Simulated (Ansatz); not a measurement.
A made-up structure of CH2InO, doublet:

O1  (0.837, -0.832, 2.146)
C2  (0.579, -0.523, 1.083)
In3  (-0.580, 0.465, -0.619)
H4  (-1.280, -0.852, -1.470)
H5  (1.378, -1.065, 1.520)
(Å)

It is relaxed with PBE-D4/def2-SVP and then PBE0-D4/def2-TZVP (Ansatz 0.2.0). Atoms count as bonded within 1.22 times the sum of their covalent radii (H–H: 0.88 Å). The end point is not checked to be a true minimum.

(1) Does its bonding change? (A judgement: the text doesn't fix the answer.)

Answers

(1) By the calculation: Yes. Formed: none; broken: C2–H5.

Where it ends: The first stage lowers the energy by 4.32 eV in 16 steps. It ends as CH₂InO ([OH][C][InH]):
```json
{"atom": "O1", "x (Å)": "0.9023", "y (Å)": "-0.7263", "z (Å)": "2.0763"}
{"atom": "C2", "x (Å)": "0.2482", "y (Å)": "-0.8518", "z (Å)": "0.9702"}
{"atom": "In3", "x (Å)": "-0.4783", "y (Å)": "0.3760", "z (Å)": "-0.7028"}
{"atom": "H4", "x (Å)": "-1.5760", "y (Å)": "-0.6233", "z (Å)": "-1.6838"}
{"atom": "H5", "x (Å)": "1.8374", "y (Å)": "-0.9812", "z (Å)": "1.9991"}
```

Labels in which every atom is bracketed show which atoms are joined, not bond orders.

For scale, one of the runs: PBE0-D4/def2-TZVP relaxation, 124 basis functions, launched by `ansatz run in.yaml --threads 2 --pin off --events-out ev --progress --plain --max-ram 4352MiB`. Hardware: 2 CPU threads of an Arm Neoverse V2, shared host. Wall time about 31 s.
